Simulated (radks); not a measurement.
Pb2+, configuration [Hg] (the NIST ground configuration). Method: Dirac Kohn-Sham, LDA (Slater exchange, Perdew-Wang correlation), spin-unpolarised, spherical densities, point nucleus; computed with a radial shooting solver on a logarithmic mesh with Libxc functionals.

Unscreened Slater integrals over Kohn-Sham orbitals (eV). Large and small components are both included.

| integral | value |
|---|---|
| F0(6s1/2,6s1/2) | 11.294 |
| F0(6s1/2,5d5/2) | 13.274 |
| G2(6s1/2,5d5/2) | 3.0178 |
| F0(6s1/2,5d3/2) | 13.367 |
| G2(6s1/2,5d3/2) | 2.7532 |
| F0(6s1/2,5p3/2) | 13.864 |
| G1(6s1/2,5p3/2) | 1.1845 |
| F0(5d5/2,5d5/2) | 18.712 |
| F2(5d5/2,5d5/2) | 9.7370 |
| F4(5d5/2,5d5/2) | 6.4825 |
| F0(5d5/2,5d3/2) | 19.040 |
| F2(5d5/2,5d3/2) | 9.9026 |
| G2(5d5/2,5d3/2) | 9.8856 |
| G4(5d5/2,5d3/2) | 6.5867 |
| F0(5d5/2,5p3/2) | 20.954 |
| F2(5d5/2,5p3/2) | 10.569 |
| G1(5d5/2,5p3/2) | 12.961 |
| G3(5d5/2,5p3/2) | 8.0475 |
| F0(5d3/2,5d3/2) | 19.388 |
| F2(5d3/2,5d3/2) | 10.098 |
| F0(5d3/2,5p3/2) | 21.435 |
| F2(5d3/2,5p3/2) | 10.957 |
| G1(5d3/2,5p3/2) | 13.645 |
| G3(5d3/2,5p3/2) | 8.4764 |
| F0(5p3/2,5p3/2) | 24.364 |
| F2(5p3/2,5p3/2) | 13.112 |
